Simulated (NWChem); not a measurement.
Species: CH$_{5}$Cl$_{2}$NSi; SMILES Cl[SiH](Cl)NC

```xyz
10

Si     0.0255     0.1380    -0.3802
Cl    -0.5369     2.1288    -0.2755
Cl     1.6805    -0.1169     0.8709
N     -1.3529    -0.7885     0.0609
C     -1.4124    -2.2402    -0.0333
H      0.4792    -0.2340    -1.7521
H     -1.9734    -0.3799     0.7655
H     -1.0265    -2.7664     0.8702
H     -2.4529    -2.5836    -0.2137
H     -0.8069    -2.5846    -0.8971
```
Atoms are numbered in this order, from 1.

Level: PBE-D3(BJ)/def2-SVP (NWChem), optimised geometry, unscaled harmonic frequencies. 

```json
[
 {"frequency (cm⁻¹)": "51", "IR intensity (km/mol)": "1.1"},
 {"frequency (cm⁻¹)": "116", "IR intensity (km/mol)": "1.8"},
 {"frequency (cm⁻¹)": "155", "IR intensity (km/mol)": "0.9"},
 {"frequency (cm⁻¹)": "174", "IR intensity (km/mol)": "2.0"},
 {"frequency (cm⁻¹)": "268", "IR intensity (km/mol)": "7.8"},
 {"frequency (cm⁻¹)": "304", "IR intensity (km/mol)": "8.2"},
 {"frequency (cm⁻¹)": "449", "IR intensity (km/mol)": "39.0"},
 {"frequency (cm⁻¹)": "519", "IR intensity (km/mol)": "117.9"},
 {"frequency (cm⁻¹)": "568", "IR intensity (km/mol)": "115.9"},
 {"frequency (cm⁻¹)": "755", "IR intensity (km/mol)": "130.0"},
 {"frequency (cm⁻¹)": "797", "IR intensity (km/mol)": "68.5"},
 {"frequency (cm⁻¹)": "828", "IR intensity (km/mol)": "116.5"},
 {"frequency (cm⁻¹)": "1060", "IR intensity (km/mol)": "19.6"},
 {"frequency (cm⁻¹)": "1098", "IR intensity (km/mol)": "0.3"},
 {"frequency (cm⁻¹)": "1127", "IR intensity (km/mol)": "110.1"},
 {"frequency (cm⁻¹)": "1342", "IR intensity (km/mol)": "62.1"},
 {"frequency (cm⁻¹)": "1399", "IR intensity (km/mol)": "8.6"},
 {"frequency (cm⁻¹)": "1414", "IR intensity (km/mol)": "9.5"},
 {"frequency (cm⁻¹)": "1445", "IR intensity (km/mol)": "9.2"},
 {"frequency (cm⁻¹)": "2221", "IR intensity (km/mol)": "82.5"},
 {"frequency (cm⁻¹)": "2931", "IR intensity (km/mol)": "72.3"},
 {"frequency (cm⁻¹)": "3009", "IR intensity (km/mol)": "24.9"},
 {"frequency (cm⁻¹)": "3047", "IR intensity (km/mol)": "15.7"},
 {"frequency (cm⁻¹)": "3510", "IR intensity (km/mol)": "28.1"}
]
```

The zero-point energy is 40.8 kcal/mol, the thermal correction to the enthalpy at 298.15 K (with zero-point energy) is 46.1 kcal/mol and the heat capacity Cv is 24.0 cal/(mol K). The entropy at 298.15 K and 1 atm (symmetry number 1) is 87.6 cal/(mol K). The dipole moment is 2.45 D.

Rigid rotor and harmonic oscillator; modes under 100 cm⁻¹ make the entropy uncertain.
